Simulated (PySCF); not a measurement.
**Working out the ionisation energy of Tl²⁺**

Tl²⁺ [Xe] 4f14 5d10 6s1 (2S) → Tl³⁺ [Xe] 4f14 5d10 (1S). All numbers are calculated (PySCF 2.14, scalar relativity through the core potential, in aug-cc-pwCVDZ-PP with ECP60MDF). Frozen: nothing. Energies in hartree (1 hartree = 27.21139 eV):

```tsv
part	Tl²⁺ (lower)	Tl³⁺ (upper)
UHF	-170.654164	-169.618976
MP2 opposite-spin	-0.222428	-0.188091
MP2 same-spin	-0.121939	-0.098393
```

**Question.** What does Hartree-Fock give?

**Answer.** (-169.618976) − (-170.654164) = 1.035188 hartree = 28.169 eV.

**Question.** What do MP2 and SCS-MP2 (6/5 opposite-spin, 1/3 same-spin) give?

**Answer.** The opposite-spin parts differ by 0.934 eV and the same-spin parts by 0.641 eV. MP2: 28.169 + (0.934) + (0.641) = 29.744 eV. SCS-MP2: 28.169 + 1.2 × (0.934) + (0.641)/3 = 29.503 eV.

Measured between the centres of the two terms (NIST): 29.852 eV, so MP2 (valence and next inner shell) is off by -0.108 eV.

A double-zeta basis recovers only part of the correlation energy.

What remains against the reference includes basis incompleteness and correlation beyond second order.
